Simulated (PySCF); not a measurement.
Species: AlBrH4OSi.
Geometry (PBE0-D3(BJ)/def2-SVP, Å), atoms numbered from 1 in this order:
```xyz
8
AlBrH4OSi angstrom
Al    -0.676   -0.077   -0.304
O      0.892    0.440    0.144
Si     2.467    0.863    0.209
Br     3.349    0.748   -1.839
H     -1.713    1.035   -0.737
H     -0.984   -1.625   -0.216
H      2.625    2.269    0.665
H      3.237   -0.074    1.070
```

Computed, not measured: EOM-IP-CCSD/aug-cc-pVDZ in PySCF, restricted Hartree–Fock reference, 20 core orbitals frozen, non-relativistic, gas phase, PBE0-D3(BJ)/def2-SVP geometry.

The vertical ionisation energies are 10.57, 10.83, 11.04, 11.74, 12.24, 13.43, 13.77, 14.08 eV.

Q: Which Hartree–Fock orbital leads each hole, and what is its Koopmans value −ε?

A: 
| leading hole (HF orbital) | Koopmans (eV) | EOM-IP-CCSD (eV) | change (eV) | one-hole share |
| --- | --- | --- | --- | --- |
| HOMO | 11.21 | 10.57 | -0.64 | 0.96 |
| HOMO-1 | 11.48 | 10.83 | -0.65 | 0.96 |
| HOMO-2 | 11.77 | 11.04 | -0.73 | 0.95 |
| HOMO-3 | 12.69 | 11.74 | -0.95 | 0.95 |
| HOMO-4 | 13.23 | 12.24 | -0.99 | 0.94 |
| HOMO-5 | 14.21 | 13.43 | -0.78 | 0.93 |
| HOMO-6 | 15.29 | 13.77 | -1.52 | 0.94 |
| HOMO-7 | 15.64 | 14.08 | -1.56 | 0.93 |

Q: Does the order of the lines follow the orbital energies?

A: Yes, no two lines change places. The corrections run from -1.56 to -0.64 eV, with a mean of -0.98 eV over the 8 lines; no line lies above its Koopmans value.

Q: At what kinetic energies would He I light (21.22 eV) eject these electrons?

A: 10.65 eV (HOMO), 10.39 eV (HOMO-1), 10.18 eV (HOMO-2), 9.48 eV (HOMO-3), 8.98 eV (HOMO-4), 7.79 eV (HOMO-5), 7.45 eV (HOMO-6), 7.14 eV (HOMO-7).

Q: What total energy has the lowest final state, and which wavelength reaches it?

A: E(CCSD) + ionisation energy = -3181.12544 + 0.38862 = -3180.73682 Eh, at the geometry of the initial state. The threshold wavelength is 1239.84 eV nm/10.57 eV = 117.3 nm.

One root was sought for each valence orbital with −ε under 21 eV, eight at most, so deeper holes and satellites are missing; no vibrational structure.
